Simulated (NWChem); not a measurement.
System: CH3Si cation

Here is an NWChem input.

```
start job
memory heap 200 mb stack 900 mb global 1100 mb
charge 1
geometry units angstroms noautoz
  C     -0.082991    -0.000000     1.044646
  Si     0.339235    -0.000000    -0.619520
  H      0.016826    -0.924250     1.640100
  H      0.016826     0.924250     1.640100
  H     -0.462589     0.000000    -1.873376
end
basis spherical
  * library 6-31+g*
end
dft
  xc pbe0
  iterations 150
end
tddft
  nroots 8
  notriplet
end
task tddft energy
```

Excerpt of the output:

```
             Northwest Computational Chemistry Package (NWChem) 7.3.0
             --------------------------------------------------------

 CS  symmetry detected

                             Geometry "geometry" -> ""
                             -------------------------

 Output coordinates in angstroms (scale by  1.889725989 to convert to a.u.)

  No.       Tag          Charge          X              Y              Z
 ---- ---------------- ---------- -------------- -------------- --------------
    1 C                    6.0000    -0.06282326     1.11446187     0.00000000
    2 Si                  14.0000     0.07378611    -0.59698814     0.00000000
    3 H                    1.0000     0.13562319     1.68467929    -0.92425000
    4 H                    1.0000     0.13562319     1.68467929     0.92425000
    5 H                    1.0000    -0.92731231    -1.69829580     0.00000000

 Effective nuclear repulsion energy (a.u.)      44.2911559852

      Symmetry information
      --------------------

 Group name             Cs
 Group number              2
 Group order               2
 No. of unique centers     4

                                 NWChem DFT Module
                                 -----------------

 Summary of "ao basis" -> "ao basis" (spherical)
 ------------------------------------------------------------------------------
       Tag                 Description            Shells   Functions and Types
 ---------------- ------------------------------  ------  ---------------------
 C                          6-31+g*                  8       18   4s3p1d
 Si                         6-31+g*                 10       22   5s4p1d
 H                          6-31+g*                  2        2   2s

      Symmetry analysis of basis
      --------------------------

        a'         33
        a"         13

            General Information
            -------------------
          SCF calculation type: DFT
          Wavefunction type:  closed shell.
          No. of atoms     :     5
          No. of electrons :    22
           Alpha electrons :    11
            Beta electrons :    11
          Charge           :     1
          Spin multiplicity:     1
          Use of symmetry is: off; symmetry adaption is: on
          Maximum number of iterations: 150
          AO basis - number of functions:    46
                     number of shells:    24
          Convergence on energy requested:  1.00D-06
          Convergence on density requested:  1.00D-05
          Convergence on gradient requested:  5.00D-04

              XC Information
              --------------
                         PBE0 Method XC Functional
                     Hartree-Fock (Exact) Exchange  0.250
          PerdewBurkeErnzerhof Exchange Functional  0.750
            Perdew 1991 LDA Correlation Functional  1.000 local
           PerdewBurkeErnz. Correlation Functional  1.000 non-local

             Grid Information
             ----------------
          Grid used for XC integration:  medium
          Radial quadrature: Mura-Knowles
          Angular quadrature: Lebedev.
          Tag              B.-S. Rad. Rad. Pts. Rad. Cut. Ang. Pts.
          ---              ---------- --------- --------- ---------
          C                   0.70       49          11.0       434
          Si                  1.10       88          11.0       590
          H                   0.35       45          11.0       434
          Grid pruning is: on
          Number of quadrature shells:   272
          Spatial weights used:  Erf1

      Superposition of Atomic Density Guess
      -------------------------------------

 Sum of atomic energies:        -327.97596746

 Renormalizing density from      23.00 to     22

      Non-variational initial energy
      ------------------------------

 Total energy =    -319.320998
 1-e energy   =    -516.459789
 2-e energy   =     152.847635
 HOMO         =      -0.636160
 LUMO         =      -0.443147

      Symmetry analysis of molecular orbitals - initial
      -------------------------------------------------

  Numbering of irreducible representations:

     1 a'          2 a"

  Orbital symmetries:

[...]

                                NWChem TDDFT Module
                                -------------------

            General Information
            -------------------
           No. of orbitals :      92
            Alpha orbitals :      46
             Beta orbitals :      46
        Alpha frozen cores :       0
         Beta frozen cores :       0
     Alpha frozen virtuals :       0
      Beta frozen virtuals :       0
         Spin multiplicity :       1
    Number of AO functions :      46
        Use of symmetry is : off
      Symmetry adaption is : on
         Schwarz screening :  0.10D-07

              XC Information
              --------------
                  PBE0 Method XC Functional
              Hartree-Fock (Exact) Exchange   0.25
   PerdewBurkeErnzerhof Exchange Functional   0.75
     Perdew 1991 LDA Correlation Functional   1.00 local
    PerdewBurkeErnz. Correlation Functional   1.00 non-local

             TDDFT Information
             -----------------
          Calculation type : TDDFT
         Wavefunction type : Restricted singlets
          No. of electrons :      22
           Alpha electrons :      11
            Beta electrons :      11
              No. of roots :       8
          Max subspacesize :    5600
            Max iterations :     100
               Target root :       1
           Target symmetry : none
      Symmetry restriction : off
                 Algorithm : Optimal
        Davidson threshold :  0.10D-03

    8 smallest eigenvalue differences (eV)
--------------------------------------------------------
  No. Spin  Occ  Vir  Irrep   E(Occ)    E(Vir)   E(Diff)
--------------------------------------------------------
    1    1   11   12 a'       -0.510    -0.350     4.362
    2    1   11   13 a"       -0.510    -0.343     4.544
    3    1   10   12 a'       -0.643    -0.350     7.960
    4    1   10   13 a"       -0.643    -0.343     8.142
    5    1   11   14 a'       -0.510    -0.192     8.659
    6    1    9   12 a"       -0.683    -0.350     9.053
    7    1    9   13 a'       -0.683    -0.343     9.235
    8    1   11   15 a'       -0.510    -0.143    10.006
--------------------------------------------------------

  Entering Davidson iterations
  Restricted singlet excited states

  Iter   NTrls   NConv    DeltaV     DeltaE      Time
  ----  ------  ------  ---------  ---------  ---------
    1      8       0     0.24E+00   0.10+100        4.4
    2     24       0     0.31E-01   0.18E-01        7.0
    3     40       0     0.10E-01   0.81E-03        6.8
    4     56       1     0.26E-02   0.59E-04        7.0
    5     70       4     0.72E-03   0.31E-05        6.2
    6     78       6     0.25E-03   0.16E-06        4.5
    7     82       8     0.89E-04   0.15E-07        3.5
  ----  ------  ------  ---------  ---------  ---------
  Convergence criterion met

  Ground state a'       -328.788990605291 a.u.

  ----------------------------------------------------------------------------
  Root   1 singlet a"             0.104878109 a.u.                2.8539 eV
  ----------------------------------------------------------------------------
     Transition Moments    X -0.00000   Y  0.00000   Z  0.31114
     Dipole Oscillator Strength                    0.0067685337
     Electric Quadrupole                           0.0000000138
     Magnetic Dipole                               0.0000007625
     Total Oscillator Strength                     0.0067693100

     Occ.   11  a'  ---  Virt.   13  a"  -1.00006 X
  ----------------------------------------------------------------------------
  Root   2 singlet a'             0.145881601 a.u.                3.9696 eV
  ----------------------------------------------------------------------------
     Transition Moments    X  0.46116   Y -1.06638   Z  0.00000
     Dipole Oscillator Strength                    0.1312774235
     Electric Quadrupole                           0.0000000042
     Magnetic Dipole                               0.0000001098
     Total Oscillator Strength                     0.1312775375

     Occ.    8  a'  ---  Virt.   12  a'   0.08673 X
     Occ.    9  a"  ---  Virt.   13  a"   0.11145 X
     Occ.   10  a'  ---  Virt.   12  a'   0.20342 X
     Occ.   10  a'  ---  Virt.   14  a'  -0.07403 X
     Occ.   11  a'  ---  Virt.   12  a'  -0.97189 X
     Occ.   11  a'  ---  Virt.   12  a'   0.19654 Y
     Occ.   11  a'  ---  Virt.   14  a'   0.15144 X
  ----------------------------------------------------------------------------
  Root   3 singlet a"             0.235863833 a.u.                6.4182 eV
  ----------------------------------------------------------------------------
     Transition Moments    X  0.00000   Y  0.00000   Z -0.00363
     Dipole Oscillator Strength                    0.0000020727
     Electric Quadrupole                           0.0000001738
     Magnetic Dipole                               0.0000035877
     Total Oscillator Strength                     0.0000058343

     Occ.   10  a'  ---  Virt.   13  a"   0.99721 X
  ----------------------------------------------------------------------------
  Root   4 singlet a'             0.239963361 a.u.                6.5297 eV
  ----------------------------------------------------------------------------
     Transition Moments    X  0.03322   Y  0.50940   Z -0.00000
     Dipole Oscillator Strength                    0.0416887754
     Electric Quadrupole                           0.0000002339
     Magnetic Dipole                               0.0000042071
     Total Oscillator Strength                     0.0416932164

[...]
```

Level: PBE0/6-31+G* (spherical d), full TDDFT. All runs use the structure optimised with PBE0/def2-SVP.
